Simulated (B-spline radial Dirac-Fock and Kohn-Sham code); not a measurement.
## Cs³²⁺: eigenvalues, ΔSCF and the reference

System: cesium as Cs³²⁺ in the configuration 1s2 2s2 2p6 3s2 3p6 3d5.

The density-functional columns are spherical, spin-unpolarised Dirac-Kohn-Sham results without Breit or QED terms: −ε is minus the orbital energy of the initial state and ΔSCF the difference of two total energies. The reference in the last column comes from Dirac-Fock ΔSCF + Breit + QED. All numbers are from a radial B-spline solver, in eV; a selection of levels is shown. The Kohn-Sham columns are given as differences from the reference. For the 1s level of heavy atoms much of the gap between ΔSCF and the reference is the Breit and QED part, -131.9 eV here; for other levels the error of the functional can be larger.

```tsv
level	LDA −ε − DF	LDA ΔSCF − DF	Dirac-Fock
K (1s)	-286.3	+121.4	37476.6
L1 (2s)	-140.2	-46.4	7169.1
L2 (2p1/2)	-108.7	+3.6	6819.3
L3 (2p3/2)	-112.1	-6.4	6467.5
M1 (3s)	-64.9	-24.9	2477.6
M2 (3p1/2)	-47.3	-5.5	2333.7
M3 (3p3/2)	-47.6	-7.1	2255.8
M4,5 (3d)	-43.7	+1.8	2034.1
```

Values without a named source are computed, but for edge energies of neutral atoms, which are taken from tables.
